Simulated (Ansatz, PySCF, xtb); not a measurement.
Complex: NH3 (SMILES N) (first 4 atoms) with HI (SMILES I); geometry from B3LYP-D3(BJ)/def2-TZVP.
(charge 0, multiplicity 1):
```xyz
6

N     -0.08031    -0.08380     0.51714
H      0.15047    -0.96816     0.07880
H     -1.00253     0.20492     0.21118
H      0.59613     0.61364     0.22823
I     -0.03195    -0.41294     3.86027
H     -0.05669    -0.24420     2.14626
```

Interaction energies are E(AB) − E(A) − E(B) at the monomers' geometry in the complex; basis-set methods are counterpoise corrected.

Programs: Ansatz (an electronic-structure program); PySCF for the dispersion terms; xtb for the GFN methods. Each number belongs to the level named beside it. In def2 rows elements past Kr take small-core potentials, without spin–orbit coupling.

One of these levels gives -7.96 kcal/mol for the interaction energy. Which one is it?
(A) B3LYP-D4/def2-TZVPPD
(B) GFN1-xTB
(C) PBE-D4/def2-TZVPPD
(D) revPBE/def2-TZVPPD

D, revPBE/def2-TZVPPD. The others give 0.75 (GFN1-xTB), -11.52 (PBE-D4/def2-TZVPPD), -9.14 (B3LYP-D4/def2-TZVPPD)
